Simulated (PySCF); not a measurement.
Work out the structure from these simulated measurements.

Elements present: C, H, P and Si. Monoisotopic mass: 154.0368 u.

| Quantity | Value |
| --- | --- |
| Rotational structure | rotational constants A, B, C: 1.581, 1.119, 0.666 GHz [GFN2-xTB] |
| NMR, other nuclei | isotropic shieldings of nuclei other than C and H, by class: 441 (1 Si), 107 (1 P) ppm [GIAO PBE0/pcSseg-1] |
| Dipole | 1.63 D [PBE0/pcSseg-1] |
| 13C NMR | chemical shifts (computed TMS as zero) by class: 188.0 (1 C), 168.8 (1 C), 150.2 (1 C), 140.7 (1 C), 136.9 (1 C), 32.8 (1 C), 28.8 (1 C) ppm [GIAO PBE0/pcSseg-1] |
| 1H NMR | chemical shifts (computed TMS as zero) by class: 9.11 (1 H), 7.89 (1 H), 4.58 (3 H), 2.99 (3 H), 2.80 (3 H) ppm [GIAO PBE0/pcSseg-1] |

Electronic properties: PySCF, gas phase, density fitting. Levels stand in brackets. Isolated species at its GFN2-xTB geometry, gas phase. GFN2-xTB frequencies show an imaginary mode (40i cm⁻¹), so this geometry is no minimum at that level. NMR values are class means; diastereotopic atoms form classes of their own.

Problem. Which formula fits the mass and the elements?

Solution. C7H11PSi (calculated 154.0368). No other formula that holds each of these elements comes within 0.0003 u with a fitting electron parity and a possible valence count.

Problem. Propose a structure and show how it fits.

Solution. Numbering: `[CH3:1][c:2]1[cH:3][cH:4][p:5][c:6]([CH3:7])[c:8]1[SiH3:9]`. 7 carbons fall into 7 classes; from least to most shielded: substituted aromatic carbon [C6] (188.0 ppm), aromatic CH carbon [C4] (168.8 ppm), substituted aromatic carbon [C2] (150.2 ppm), substituted aromatic carbon [C8] (140.7 ppm), aromatic CH carbon [C3] (136.9 ppm), benzylic-type carbon [C1] (32.8 ppm), benzylic-type carbon [C7] (28.8 ppm). Hydrogen classes from least to most shielded: 1 H on an aromatic CH carbon, C4 (9.11 ppm), 1 H on an aromatic CH carbon, C3 (7.89 ppm), 3 H on an SiH3 silicon, Si9 (4.58 ppm), 3 H on a benzylic-type carbon, C7 (2.99 ppm), 3 H on a benzylic-type carbon, C1 (2.80 ppm, a mean of values up to 0.5 ppm apart in this geometry). The other shieldings belong to: 441 ppm, SiH3 silicon [Si9]; 107 ppm, phosphorus bonded to 2 C [P5]. The optimised geometry has point group Cs and is an asymmetric top. Structure: `Cc1pccc(C)c1[SiH3]`. Computed isomers that give other values at the same levels: `[SiH3]c1ccp(C2CC2)c1` (13C chemical shifts (computed TMS as zero) by class: 162.3 (1 C), 148.9 (1 C), 147.6 (1 C), 147.4 (1 C), 12.2 (1 C), 5.7 (2 C) ppm); `CCc1ccc([SiH3])cp1` (13C chemical shifts (computed TMS as zero) by class: 190.8 (1 C), 174.2 (1 C), 141.3 (1 C), 138.3 (1 C), 136.9 (1 C), 38.7 (1 C), 25.8 (1 C) ppm); `Cc1ccc(P[SiH3])cc1` (13C chemical shifts (computed TMS as zero) by class: 142.4 (1 C), 138.6 (2 C), 135.2 (1 C), 134.8 (2 C), 23.9 (1 C) ppm). The assignments are read from this structure; whether some other isomer fits the data as well wasn't checked.
